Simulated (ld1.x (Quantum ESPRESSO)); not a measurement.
## Which change was made? (H, RRKJ)

```json
{
  "Element": "hydrogen",
  "Generator": "ld1.x (Quantum ESPRESSO) 7.5",
  "Type": "norm-conserving RRKJ (Kleinman–Bylander form)",
  "Functional": "PBE",
  "Relativity": "scalar-relativistic",
  "Frozen core": "none",
  "Valence charge": "1",
  "Reference configuration": "1s1",
  "Partial waves": "1s (bound): rc 1.25 bohr; 2p channel at 0.2 Ry: rc 1.30 bohr",
  "Local potential": "all-electron potential smoothed inside 0.95 bohr (lloc = -1)",
  "Core correction": "none",
  "rho0": "0.01"
}
```

Cutoffs, loose and tight: the cutoffs (Ry, on a coarse ladder) from which the occupation-weighted sum of valence levels, in a spherical-Bessel basis at the reference potential, stays within 10 and 1 mRy of its value at 400 Ry. They do not see the model core or the augmentation charge, which bear on the density cutoff. Test errors are all-electron minus pseudo excitation energies from the reference, over the configurations 1s0.5; variants that change the core or the reference have their own tests.

The base gives: outcome: generated; cutoff, loose: 90 Ry; cutoff, tight: 110 Ry; bound ghosts: none.

Problem. After one change the result is: outcome: generated; cutoff, loose: 21 Ry; cutoff, tight: 35 Ry; bound ghosts: none. Which change was it?
A. local potential the s channel
B. wave 1s (bound): rc 1.25 bohr becomes 1s (bound): rc 1.46 bohr
C. all radii scaled by about 0.78 (s 0.98, p 1.02 bohr); local potential all-electron potential smoothed inside 0.74 bohr (lloc = -1)

Solution. A. The others give: wave 1s (bound): rc 1.25 bohr becomes 1s (bound): rc 1.46 bohr → outcome: generated; cutoff, loose: 70 Ry; cutoff, tight: 80 Ry; bound ghosts: none | all radii scaled by about 0.78 (s 0.98, p 1.02 bohr); local potential all-electron potential smoothed inside 0.74 bohr (lloc = -1) → outcome: generated; cutoff, loose: 140 Ry; cutoff, tight: 180 Ry; bound ghosts: none.
